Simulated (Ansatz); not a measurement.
`[SiH3][N]([SiH3])[Mg][N]([SiH3])[SiH3]`, charge 0, multiplicity 1.

Problem. Give a relaxed structure at PBE0-D4/def2-TZVP (Ansatz 0.2.0). (An estimate is asked.)

Solution. Computed: 
```xyz
19

Si   -1.820   -1.430    2.350
N    -1.456   -1.025    0.729
Si   -2.305   -1.429   -0.688
Mg    0.000   -0.001   -0.001
N     1.458    1.021   -0.730
Si    1.834    1.410   -2.352
Si    2.291    1.449    0.690
H    -3.147   -0.906    2.785
H    -1.837   -2.904    2.580
H    -0.781   -0.841    3.243
H    -1.461   -0.767   -1.769
H    -3.678   -0.865   -0.815
H    -2.369   -2.878   -1.026
H     0.801    0.813   -3.247
H     1.855    2.881   -2.596
H     3.164    0.879   -2.772
H     1.441    0.796    1.771
H     2.342    2.903    1.010
H     3.666    0.896    0.838
```
Point group C2h.
This is one stationary point; other conformers may exist.
